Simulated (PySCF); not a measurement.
**Germanium: highly charged ions in a basis for the neutral atom**

Ge¹⁷⁺ [Ne] 3s2 3p3, Ge¹⁸⁺ [Ne] 3s2 3p2. All numbers are calculated (PySCF 2.14, the spin-free X2C one-electron Hamiltonian (Gaussian nucleus), in Sapporo-DKH3-DZP-2012 (6s5p3d1f, 43 functions)). No spin-orbit coupling, so a gap to NIST mixes the basis error with missing relativistic terms.

Changed run: basis of the neutral atom used for a highly charged ion. This setting is unsound on purpose.

| species | method | sound run (hartree) | changed run (hartree) | converged |
| --- | --- | --- | --- | --- |
| Ge¹⁷⁺ | UHF | not run | -1943.52501 | yes |
| Ge¹⁷⁺ | TPSS | not run | -1944.27665 | yes |
| Ge¹⁷⁺ | BP86 | not run | -1944.43185 | yes |
| Ge¹⁸⁺ | UHF | not run | -1919.26082 | yes |
| Ge¹⁸⁺ | TPSS | not run | -1919.97714 | yes |
| Ge¹⁸⁺ | BP86 | not run | -1920.13380 | yes |

Ionisation energy of Ge¹⁷⁺:

```json
{"method": "UHF", "changed run (eV)": "660.26", "NIST (eV)": "662.8 ± 1.9"}
{"method": "TPSS", "changed run (eV)": "661.22", "NIST (eV)": "662.8 ± 1.9"}
{"method": "BP86", "changed run (eV)": "661.18", "NIST (eV)": "662.8 ± 1.9"}
```

The contracted functions were made for the neutral atom and can be too rigid for a highly charged ion.
